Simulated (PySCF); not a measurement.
## Computed properties of SrCl, SMILES [Cl][Sr+], charge +1

SrCl, SMILES [Cl][Sr+], charge +1. Geometry: B3LYP-D3(BJ)/def2-TZVPD. The multiplicity is an assumed one; other spin states were not compared. The def2 effective core potentials stand for the cores of Sr; spin–orbit coupling is left out. The values are those of a single conformer. All values are computed for the isolated molecule unless a solvent is named; none is compared with measurement here.

**Structure.** The optimised structure has C∞v symmetry. All 1 harmonic modes at B3LYP-D3(BJ)/def2-TZVPD (PySCF) are real, so it is a minimum.

**Vibrations.** The strongest infrared lines (harmonic, unscaled, degenerate partners summed) lie at 357 cm⁻¹ (68 km/mol, Cl 71 %, Sr 29 %). The softest mode is at 357 cm⁻¹ and the zero-point energy is 0.5 kcal/mol.

**Electronic structure.** M06-2X/def2-TZVPD (PySCF) places the frontier levels at -13.67 and -6.68 eV, a gap of 6.99 eV and a mean polarisability of 32.7 bohr³.

**Excitations.** TDA-CAM-B3LYP/def2-TZVPD (PySCF) has S1 at 4.52 eV (274 nm, f = 0.026, weak); the most intense of the 10 singlets computed lies at 4.52 eV (f = 0.03). Strengths of degenerate partners are summed. T1 (TDA) is at 4.46 eV, 0.06 eV under S1. No vertical singlet excitation falls in the visible range (under 3.1 eV).
